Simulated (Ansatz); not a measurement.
Cartesian coordinates in Å:
```
F -3.0304 -0.4416 -0.0050
In -1.3492 -0.8679 -0.8859
F -0.2411 -2.2769 -0.1086
F -1.1755 -0.5199 -2.7918
N -0.0695 0.8120 -0.0756
Si 1.3315 0.2263 0.8953
H -0.6971 1.4012 0.4663
H 0.2200 1.3569 -0.8843
H 2.1631 -0.5814 -0.0153
H 2.0807 1.4157 1.3730
H 0.7676 -0.5244 2.0319
```

The species carries charge 0 and has multiplicity 1. In: def2 effective core potential.

(1) List the r2SCAN/def2-TZVPP orbital energies in eV (the Gaussian-basis code of Ansatz). (Estimate.)

Answers

(1) Ansatz gave: Occupied: -1792.45, -664.60, -664.56, -664.56, -387.46, -142.87, -125.77, -97.78, -97.71, -97.70, -82.47, -82.28, -82.28, -29.04, -28.96, -28.93, -24.69, -19.75, -19.74, -19.73, -19.52, -19.51, -15.15, -14.53, -12.25, -11.46, -10.34, -9.84, -9.65, -9.62, -9.27, -8.74, -8.70, -8.69, -8.59, -8.57, -8.56. Lowest empty: -2.49, -1.17, 0.22, 0.44, 0.64, 0.83, 1.01, 1.41.
